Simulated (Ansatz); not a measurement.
Basis sets compared for (H2Ga-mu-NH2)3 (Ga3N3H12). The state is a singlet with charge 0. Geometry B3LYP-D4/def2-SVP. Ansatz on 2 threads of AMD EPYC 7R13 on a shared host and a share (18 GiB) of an NVIDIA H100 80GB HBM3; times are rough, and most runs start from earlier orbitals.

```xyz
18

Ga   -0.3081   -1.7374    1.1292
H    -1.7697   -2.3185    1.2152
H     0.9452   -2.3754    1.8383
N     0.1968   -1.4896   -0.8135
Ga    1.5245   -0.0170   -1.1932
H     2.5201    0.0577    0.0266
H     1.9769   -0.1235   -2.7005
N     0.3003    1.5853   -1.0082
Ga   -1.2722    1.4250    0.2556
H    -1.5356    2.8360    0.9091
H    -2.3654    0.5925   -0.5169
N    -0.4435    0.2151    1.6426
H     0.5976   -2.3681   -1.1514
H    -0.6487   -1.3539   -1.3742
H    -0.0632    1.8351   -1.9314
H     0.8715    2.3884   -0.7321
H     0.4795    0.5674    1.9104
H    -1.0060    0.2808    2.4945
```

The 6-31G sets use Cartesian d functions. B3LYP takes the VWN-RPA correlation.

Binding counts from free atoms (Ga doublet, H doublet, N quartet) in the same basis, without a counterpoise term.

```tsv
level	functions	energy (Eh)	HOMO (eV)	LUMO (eV)	binding per atom (eV)	wall time
HF/STO-3G	81	-5871.0621	-6.00	9.79	–	1.1 s
HF/6-31G	138	-5939.1837	-10.76	2.41	2.06	2.9 s
PBE-D4/def2-SVP	198	-5944.2177	-6.45	-0.55	3.07	4.3 s
B3LYP-D4/6-31G	138	-5945.3102	-7.51	-0.27	3.06	5 s
PBE0-D4/def2-SVP	198	-5944.3664	-7.71	0.25	3.04	7.5 s
```

Problem. Estimate the rows for PBE-D4/def2-TZVP (with forces), B3LYP-D4/def2-TZVP, PBE0-D4/def2-TZVP.

Solution. 
```json
{"level": "PBE-D4/def2-TZVP (with forces)", "functions": "309", "energy (Eh)": "-5945.1555", "HOMO (eV)": "-6.52", "LUMO (eV)": "-0.82", "binding per atom (eV)": "3.05", "wall time": "1.9 s"}
{"level": "B3LYP-D4/def2-TZVP", "functions": "309", "energy (Eh)": "-5946.4347", "HOMO (eV)": "-7.58", "LUMO (eV)": "-0.30", "binding per atom (eV)": "3.04", "wall time": "1.6 s"}
{"level": "PBE0-D4/def2-TZVP", "functions": "309", "energy (Eh)": "-5945.2967", "HOMO (eV)": "-7.76", "LUMO (eV)": "-0.03", "binding per atom (eV)": "3.02", "wall time": "1.6 s"}
```
